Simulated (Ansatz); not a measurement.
`O[C@@H](Cl)[Si@H]([SiH3])[SiH2][InH2]`, 17 atoms. The species carries charge 0 and has multiplicity 1. Correlated methods include outer-core shells of In, which these sets cover unevenly. In takes the def2 core potential. Hardware: A = 2 threads of an AMD EPYC 7R13 on a shared host and a share of an NVIDIA H100 80 GB; B = 2 threads of an AMD EPYC 7R13 on a shared host. Correlated methods freeze the cores.

Q: How many basis functions does each run have, and how long does it take in Ansatz? RKS PBE0-D4/def2-TZVP relaxation (20 steps) [A]; RHF-CCSD(T)/def2-SVP energy [A]; RKS r2SCANh-D4/def2-TZVPP energy [A]; RHF-MP2/def2-QZVPP energy [A]; direct RPA on PBE orbitals/def2-TZVPP energy [A]; RKS PBE0-D4/def2-QZVPP energy [A]; RKS PBE-D4/def2-TZVPP energy and forces [A]; RKS ωB97M-V/def2-SVP energy [B]; RKS ωB97M-V/def2-QZVPP energy [A]; RKS LC-ωPBE/def2-TZVPP energy [A]; RKS PBE0-D4/def2-TZVPP energy [A]; RHF-CCSD(T)/def2-TZVPP energy [A]. (Best estimate.)

A: Ansatz gave: Other jobs shared the machine, so times are rough.

```
                                level                        job  functions  wall time  peak host memory (GiB)
            RKS r2SCANh-D4/def2-TZVPP                 energy [A]        420      3.7 s                    0.95
               RKS PBE0-D4/def2-TZVPP                 energy [A]        420      4.6 s                    0.91
                RKS PBE-D4/def2-TZVPP      energy and forces [A]        420        7 s                    0.91
               RKS PBE0-D4/def2-QZVPP                 energy [A]        776        8 s                     1.3
               RKS LC-ωPBE/def2-TZVPP                 energy [A]        420        8 s                    0.94
                 RHF-CCSD(T)/def2-SVP                 energy [A]        176      8.5 s                    0.78
direct RPA on PBE orbitals/def2-TZVPP                 energy [A]        420      8.5 s                       2
                   RHF-MP2/def2-QZVPP                 energy [A]        776       13 s                     1.4
               RKS ωB97M-V/def2-QZVPP                 energy [A]        776       14 s                     1.5
                 RKS ωB97M-V/def2-SVP                 energy [B]        176       21 s                    0.95
               RHF-CCSD(T)/def2-TZVPP                 energy [A]        420       31 s                     1.9
                RKS PBE0-D4/def2-TZVP  relaxation (20 steps) [A]        320       61 s                     1.1
```

LC-ωPBE has ω = 0.4 bohr⁻¹.
